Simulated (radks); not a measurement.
The argon ion Ar4+, 14 electrons, occupied as [Ne] 3s2 4s2 (not the ground configuration). Method: scalar-relativistic Kohn-Sham, OLYP, spin-polarised, spherical densities, finite nucleus; Fermi nuclear charge, rms radius 3.4274 fm; computed with a radial shooting solver on a logarithmic mesh with Libxc functionals. Some entries of the table are withheld. Estimate them.

orbital,occ.,eigenvalue (eV),r(max) (bohr)
1s,2,-3213.917,(1)
2s,2,(2),(3)
2p,6,-319.7473,0.2797
3s,2,-93.6160,1.081
4s,2,-36.8193,2.546

Answer. 
(1) 1s r(max) (bohr): 0.05607
(2) 2s eigenvalue (eV): -386.3785
(3) 2s r(max) (bohr): 0.3376
